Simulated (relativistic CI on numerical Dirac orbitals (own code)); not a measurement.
## Level scheme of Zr XXVI

Calculated at this level of theory: Dirac-Coulomb-Breit CI, separate exchange-only KLI orbitals for each configuration, model QED (radiative potential, 1s self-energy scaled to tabulated hydrogen-like ionisation energies), unscaled Slater integrals (own radial code, finite nucleus).

Configurations in the expansion (outside the closed core [Ne]): 3s2 3p3, 3s 3p4, 3s2 3p2 3d, 3p5, 3s 3p3 3d, 3p4 3d, 3s 3p2 3d2, 3s2 3p 3d 4p, 3p4 4s, 3s2 3p2 4s, 3s 3p2 3d 4s, 3p4 4p, 3s2 3p 3d2, 3s2 3d3, 3s 3p 3d3, 3s2 3d2 4s, 3p3 3d2, 3p2 3d3, 3p2 3d2 4s, 3s2 3p 3d 4s, 3s 3p 3d2 4s, 3s2 3d 4s2, 3s 3p2 3d 4p, 3s 3p 3d2 4p, 3p2 3d2 4p, 3s 3p 3d 4s 4p. Double excitations out of closed p, d and f shells are left out; levels of such configurations are missing from the list, as are those of other unlisted configurations, and high levels can miss mixing partners.

The lowest level is 3s2 3p3 4S°_3/2, with 54 % of that term; Hund's rules for 3s2 3p3 give 4S° with J = 3/2, in agreement.

```
No.  Configuration  Term    J   E (eV)   %  Next component (%)  Lifetime (s)
  1        3s2 3p3   4S°  3/2    0.000  54              30 2P°              
  2        3s2 3p3   2D°  3/2   15.323  56              35 4S°      2.60e-05
  3        3s2 3p3   2D°  5/2   20.364  98     2 3s 3p3 3d 2D°      1.33e-04
  4        3s2 3p3   2P°  1/2   27.068  97    1 3s2 3p 3d2 2P°      1.72e-05
  5        3s2 3p3   2P°  3/2   41.612  60              27 2D°      6.70e-06
  6         3s 3p4    4P  5/2   79.716  78               10 2D      1.70e-10
  7         3s 3p4    4P  3/2   89.197  58               14 2D      8.94e-11
  8         3s 3p4    4P  1/2   91.383  67               20 2S      7.69e-11
  9         3s 3p4    4P  3/2   99.359  26               21 2D      1.52e-10
 10         3s 3p4    2D  5/2  105.764  56    23 3s2 3p2 3d 2D      1.06e-10
 11     3s2 3p2 3d    4F  3/2  106.387  41        27 3s 3p4 2D      5.85e-11
 12     3s2 3p2 3d    4F  5/2  110.067  41               28 4D      9.60e-11
 13     3s2 3p2 3d    2P  3/2  112.123  43        18 3s 3p4 2P      9.89e-11
 14     3s2 3p2 3d    2P  1/2  113.167  27               23 4D      4.12e-11
 15     3s2 3p2 3d    2F  5/2  116.639  62               29 4F      6.08e-10
 16     3s2 3p2 3d    4F  7/2  119.260  80                9 2G      2.67e-09
 17     3s2 3p2 3d    4D  1/2  120.705  62        16 3s 3p4 2S      3.77e-11
 18     3s2 3p2 3d    2F  7/2  120.819  47               44 4D      1.06e-08
 19     3s2 3p2 3d    4D  3/2  123.001  62               11 4F      3.77e-11
 20     3s2 3p2 3d    4F  9/2  124.768  69               29 2G      4.11e-04
 21     3s2 3p2 3d    4D  5/2  126.649  41               26 2F      3.72e-11
 22     3s2 3p2 3d    2P  1/2  132.057  37        30 3s 3p4 2S      3.38e-11
 23     3s2 3p2 3d    2G  7/2  134.237  58               17 4D      7.89e-11
 24         3s 3p4    2P  3/2  134.827  39    22 3s2 3p2 3d 2D      4.42e-12
 25     3s2 3p2 3d    4P  5/2  135.709  57               14 2D      5.03e-12
 26     3s2 3p2 3d    4P  3/2  138.323  44               31 2P      5.18e-12
 27     3s2 3p2 3d    4P  1/2  138.819  47               21 2S      4.59e-12
 28     3s2 3p2 3d    2F  7/2  141.057  47               31 4D      3.07e-10
 29     3s2 3p2 3d    2D  3/2  142.026  71               10 4P      1.56e-11
 30     3s2 3p2 3d    2G  9/2  144.373  69               29 4F      1.60e-05
```

Energies count from the lowest computed level; ° marks odd parity; lifetimes are radiative, by E1, M1, E2, M2, E3 decay to levels of this space only.

The mean weight of the leading LS term, summed over parents, in these 30 levels is 56 %, and that of the leading jj configuration (from the same eigenvectors) 63 %.

At this charge energies of transitions that change n are usually good to better than 1 %, and those within a shell (Δn = 0) to a few per cent.

LS names give the leading component of a level, which can be under half, so a name can repeat, a term be missing and a line seem to break the LS rules.
